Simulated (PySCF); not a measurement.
## From computed data to an observable: oscillator strength and radiative lifetime

C3H8Si2, SMILES C#C[Si@@H](C)[SiH3].

Geometry optimised at PBE0-D3(BJ)/def2-SVP. The structure was generated by enumeration; whether it is a known compound was not checked.

TDA-PBE/def2-SVPD in PySCF 2.14.0 puts the first singlet state with f over 0.02 at 5.82 eV (vertical), with the transition dipole (0.052, -0.612, -0.003) in atomic units.

### Question
Find the oscillator strength, the wavelength and the radiative lifetime that this transition would have in vacuum if emission retraced absorption.

### Answer

|μ|² = 0.3773 au, so |μ| = 1.56 D. ΔE = 5.82/27.211 = 0.2139 hartree. f = (2/3) ΔE |μ|² = 0.054 (the program prints 0.054).
λ = 1239.84/5.82 = 213 nm; ν = 46941 cm⁻¹.
Einstein's coefficient A = 0.6670 ν² f s⁻¹ (ν in cm⁻¹) = 7.9e7 s⁻¹, so τ = 1/A = 13 ns. This state is S2; the lower singlet has f = 0.009. The figure is the radiative limit of this one transition; relaxation, internal conversion, crossing to triplets and a medium change what is measured.
